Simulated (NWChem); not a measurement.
**Atomisation of C$_{3}$H$_{5}$NOSi**

```xyz
11

C     -1.6185    -0.4649     0.0000
C     -1.3181     0.8734     0.0000
O     -0.0850     1.3922     0.0000
Si     1.3128     0.3365     0.0000
N      0.7037    -1.2912     0.0000
C     -0.5826    -1.4880     0.0000
H     -2.6761    -0.7642     0.0000
H     -2.1100     1.6453     0.0000
H      2.1105     0.6648    -1.2274
H      2.1105     0.6648     1.2274
H     -0.9460    -2.5431     0.0000
```
Charge 0, spin multiplicity 1.

The numbers come from NWChem runs, not from measurements. All single points use one geometry, from PBE/def2-SVP, held to Cs symmetry and with no frequency check, so it may be a saddle point. It is one conformer; others weren't searched.

Basis set: def2-SVP. The atomisation energy is electronic alone: no zero-point, thermal, spin-orbit or counterpoise terms. No value is extrapolated to the basis-set limit. Free atoms are single determinants with multiplicities C 3, O 3, Si 3, N 4, H 2. Correlated methods freeze the same cores in atoms and molecule, 10 orbitals in all.

Relative cost: rough, from shared machines, SCF included, HF = 1. Costs are the molecule's.

B3LYP has NWChem's definition, with VWN1-RPA local correlation. The structure started from a generated list of species. No SCF solution was tested for a lower state. Open-shell Hartree-Fock references start from PBE0 orbitals; any time given for them includes that run.

| method | atomisation energy (kcal/mol) | relative cost |
|---|---|---|
| BHandHLYP | 1072.9 | under 3 |
| r2SCAN | 1124.4 | under 3 |
| PBE | [?] | under 3 |
| B3LYP | [?] | under 3 |
| PBE0 | 1125.3 | under 3 |
| MP2 | 1074.8 | under 3 |
| BP86 | [?] | under 3 |
| HF | [?] | 1 |

Task: Complete the blanks.

Result: 
- PBE, atomisation energy (kcal/mol): 1157.3
- B3LYP, atomisation energy (kcal/mol): 1115.1
- BP86, atomisation energy (kcal/mol): 1159.5
- HF, atomisation energy (kcal/mol): 789.5
